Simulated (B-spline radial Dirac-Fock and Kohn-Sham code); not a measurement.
Z = 80 (mercury), transition energy 1000 keV. Level of theory: a Dirac-Hartree-Slater potential of the neutral atom with a Latter tail (no hole, which puts coefficients of high multipoles low close above an edge), finite nucleus with surface currents; a radial B-spline solver. Subshells that would emit electrons below 1 keV are left out.

Problem. A pure transition shows α(K) = 0.0205, L1/L2 = 1.22 and L1/L3 = 8.45. What is its multipolarity?
A. E3
B. M4
C. E2
D. M2
E. E1
F. M3
G. M1
H. E4

Solution. H. For comparison, α(K), L1/L2, L1/L3 are E1 0.00194, 13.3, 18.8; E2 0.00487, 3.97, 13.6; E3 0.0104, 1.90, 10.8; M1 0.0127, 11.9, 140; M2 0.0304, 8.68, 72.0; M3 0.0571, 6.35, 23.1; M4 0.102, 4.90, 10.0.

Values without a named source are computed, but for edge energies of neutral atoms, which are taken from tables.
